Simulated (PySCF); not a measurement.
**Spinor energies of Au³⁺ (gold, charge +3)**

Start: [Xe] 4f14 5d8; 5d3/2 filled at m_j = -3/2, -1/2, +1/2, +3/2; 5d5/2 filled at m_j = -1/2, +1/2, +3/2, +5/2. Calculated with PySCF 2.14 in x2c-TZVPall-2c: generalised Hartree-Fock with the X2C-1e Hamiltonian and a Gaussian nucleus; one run each with spin-orbit coupling (SO) switched off, then screened by Boettger's factors.

```csv
spinor shell,electrons,"ε, spin-free (eV)","ε, screened SO (eV)",weight of nominal j (screened SO),"rms radius, screened SO (bohr)"
1s1/2,2,-81213.8,-81182.3,1.000,0.0190
2s1/2,2,-14512.1,-14502.0,1.000,0.0768
2p1/2,2,-12562.9,-13884.6,1.000,0.0651
3s1/2,2,-3522.0,-3518.6,1.000,0.196
3p1/2,2,-2947.7,-3241.9,1.000,0.188
3p3/2,4,-2947.7,-2829.5,1.000,0.204
3d3/2,4,-2324.3,-2375.5,1.000,0.179
3d5/2,6,-2324.3,-2287.2,1.000,0.183
4s1/2,2,-829.95,-828.75,1.000,0.433
4p1/2,2,-638.44,-709.71,1.000,0.438
4p3/2,4,-638.44,-609.39,1.000,0.471
4d3/2,4,-403.29,-414.36,1.000,0.485
4d5/2,6,-403.29,-394.84,1.000,0.497
5s1/2,2,-163.88,-163.59,1.000,0.995
4f5/2,6,-140.37,-141.99,0.998,0.544
4f7/2,8,-140.37,-138.06,0.999,0.545
5p1/2,2,-110.18,-123.58,0.996,1.08
5p3/2,4,-110.18,-104.51,0.998,1.17
5d3/2,4,-47.598,-48.771,0.910,1.50
5d5/2,4,-47.598,-46.510,0.927,1.55
```

(1) Where does 2p3/2 lie, and what is the 2p spin-orbit splitting (screened SO)?

```json
{"quantity": "E (hartree)", "spin-free": "-18995.28206", "screened SO": "-19024.76124"}
{"quantity": "M_J", "spin-free": "4", "screened SO": "4"}
{"quantity": "⟨J²⟩", "spin-free": "20.009", "screened SO": "20.008"}
{"quantity": "⟨L²⟩", "spin-free": "12.007", "screened SO": "12.490"}
{"quantity": "⟨S²⟩", "spin-free": "2.002", "screened SO": "2.086"}
```

Each row is a mean over spinors that exchange with the open shell spreads, by up to 7.281 eV (5p3/2).

Breit and QED terms are absent; they matter most for the inner s and p1/2 levels.

Densities and radii are taken from the X2C orbitals without a picture-change correction, which distorts them close to the nucleus.

Without spin-orbit coupling the j labels of p, d and f shells carry no meaning; the spin-free column gives the mean over the occupied spinors of each nl shell.

Results:

(1) At -12043.4 eV, 1841.2 eV above 2p1/2.
